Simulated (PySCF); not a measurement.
C4H8O2. Atoms are numbered in the order given.

```xyz
14

O      1.8981    -0.2402     0.8750
C      1.1931    -0.1377    -0.3462
C     -0.2809     0.1280    -0.1217
O     -0.5059     1.2408     0.7064
C     -1.2665    -1.0069    -0.0567
C     -1.2508    -0.0624    -1.2431
H      1.9100     0.6467     1.2591
H      1.6083     0.6687    -0.9837
H      1.3291    -1.0883    -0.8849
H     -0.4305     0.9298     1.6190
H     -0.8965    -2.0274    -0.1903
H     -2.0956    -0.9060     0.6492
H     -2.0557     0.6734    -1.3101
H     -0.8752    -0.4290    -2.2032
```

The structure is a stationary point at B3LYP-D3(BJ)/def2-SVP. The values are those of a single conformer.

All values below come from PySCF with PBE/def2-TZVP.

ESP charges are fitted to the potential on shells at 1.4 to 2.0 van der Waals radii. Atomic charges (e):

| atom | ESP fit | Löwdin | Mulliken |
|---|---|---|---|
| O1 | -0.55 | -0.02 | ? |
| C2 | -0.13 | -0.33 | -0.05 |
| C3 | 0.38 | -0.41 | ? |
| O4 | -0.56 | 0.04 | -0.43 |
| C5 | -0.45 | -0.22 | ? |
| C6 | -0.32 | -0.20 | ? |
| H7 | 0.39 | 0.17 | 0.29 |
| H8 | 0.08 | 0.12 | 0.09 |
| H9 | 0.16 | 0.14 | 0.09 |
| H10 | 0.37 | 0.17 | ? |
| H11 | 0.18 | 0.13 | 0.11 |
| H12 | 0.17 | 0.13 | 0.12 |
| H13 | 0.17 | 0.14 | 0.11 |
| H14 | 0.12 | 0.14 | 0.11 |

Task: Fill in the missing entries. (The exact figures need the calculation; the answer reports its results.)

Result: 
- O1, Mulliken: -0.42
- C3, Mulliken: 0.18
- C5, Mulliken: -0.29
- C6, Mulliken: -0.22
- H10, Mulliken: 0.30

Computed Mayer and Wiberg (Löwdin basis) orders of the bonds:
```csv
bond,Mayer,Wiberg
O1–C2,1.05,1.60
C2–C3,0.98,1.17
C3–O4,1.11,1.54
C3–C5,0.94,1.20
C3–C6,0.89,1.20
C5–C6,1.01,1.26
O1–H7,0.89,1.02
C2–H8,0.96,0.87
C2–H9,0.93,0.86
O4–H10,0.89,1.01
C5–H11,0.94,0.87
C5–H12,0.95,0.87
C6–H13,0.94,0.86
C6–H14,0.95,0.87
```
